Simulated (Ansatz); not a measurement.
`O[Si](O)(O)[O][Ge]([Cl])([Cl])[O][Si](O)(O)O`, relaxed with RKS PBE-D4/def2-SVP in Ansatz 0.2.0 from a rough embedded geometry. The force threshold is 0.03 eV/Å; the program also tests the step.

The species carries charge 0 and has multiplicity 1.

Start:

```xyz
19

O    -0.706   -0.233   -2.176
Si   -0.697   -1.743   -1.271
O    -2.219   -2.475   -1.414
O     0.466   -2.827   -2.026
O    -0.309   -1.534    0.394
Ge   -1.342   -0.206    1.056
Cl   -3.462   -0.603    0.722
Cl   -1.054   -0.119    3.171
O    -0.977    1.370    0.267
Si    0.678    1.778    0.648
O     1.727    0.442    0.400
O     0.779    2.271    2.275
O     1.221    3.065   -0.313
H     0.248    0.030   -2.115
H    -2.188   -3.290   -0.892
H     1.323   -2.381   -1.731
H     2.637    0.727    0.651
H     1.747    2.464    2.456
H     2.127    3.263   -0.103
```

```csv
step,energy (eV),largest force (eV/Å),largest move (Å)
1,-113729.3026,2.652,0.000
2,-113730.0866,1.488,0.194
3,-113730.5092,0.682,0.200
4,-113730.6857,0.443,0.191
5,-113730.7700,0.244,0.200
6,-113730.8413,0.298,0.198
7,-113730.8970,0.408,0.199
8,-113730.9310,0.305,0.119
9,-113730.9652,0.345,0.177
10,-113731.0623,0.378,0.200
11,-113731.1310,0.257,0.200
13,-113731.1993,0.171,0.200
15 (rejected),-113731.1990,1.121,0.191
17,-113731.2391,0.367,0.097
19,-113731.2677,0.337,0.079
21,-113731.2958,0.332,0.037
23,-113731.3148,0.076,0.121
25 (rejected),-113731.3144,0.212,0.074
27,-113731.3211,0.096,0.097
29,-113731.3254,0.187,0.067
31,-113731.3335,0.311,0.195
33,-113731.3832,0.195,0.191
35,-113731.4532,0.294,0.196
37 (rejected),-113731.4121,1.040,0.200
39,-113731.4768,0.128,0.016
41,-113731.4786,0.011,0.006
```

End:

```xyz
19

O    -0.817   -0.553   -2.046
Si   -0.495   -1.742   -0.942
O    -1.168   -3.129   -1.535
O     1.113   -1.960   -0.588
O    -1.249   -1.317    0.533
Ge   -1.827    0.266    1.019
Cl   -3.732    0.794    0.203
Cl   -1.913    0.257    3.171
O    -0.689    1.573    0.571
Si    0.952    1.533    0.350
O     1.180    1.276   -1.288
O     1.703    0.231    1.093
O     1.644    2.912    0.945
H    -0.158    0.178   -2.014
H    -0.965   -3.925   -1.014
H     1.429   -1.373    0.137
H     2.073    0.974   -1.538
H     1.825    0.294    2.058
H     1.094    3.713    0.884
```

Run time 91 s (11 threads of an AMD EPYC 7R13 on a shared host and a whole NVIDIA H100 80 GB); peak host memory 0.92 GiB.
